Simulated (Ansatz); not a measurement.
Cartesian coordinates (Å):
SMILES: FC(F)(S)S
```xyz
7

F     -0.0907    -0.7011     1.3449
C     -0.1093    -0.5568     0.0014
F     -0.3662    -1.7711    -0.5304
S     -1.5021     0.4994    -0.4869
S      1.5432    -0.0984    -0.5931
H     -1.0592     1.5734     0.1782
H      1.5842     1.0545     0.0860
```
Charge 0, spin multiplicity 1.

Calculation: frozen-core CCSD(T)/cc-pVTZ // CAM-B3LYP-D3(BJ)/def2-TZVP in Ansatz (a quantum-chemistry and plane-wave program).

```json
{
  "HF energy": "-1033.07339 Ha",
  "MP2 correlation energy": "-1.01517 Ha"
}
```

Task: Estimate the CCSD correlation energy, the (T) correction, the total energy and the T1 diagnostic.

Result: 
| Quantity | Value |
|---|---|
| CCSD correlation energy | -1.04912 Ha |
| (T) correction | -0.04173 Ha |
| CCSD(T) total energy | -1034.16424 Ha |
| T1 diagnostic | 0.012 |
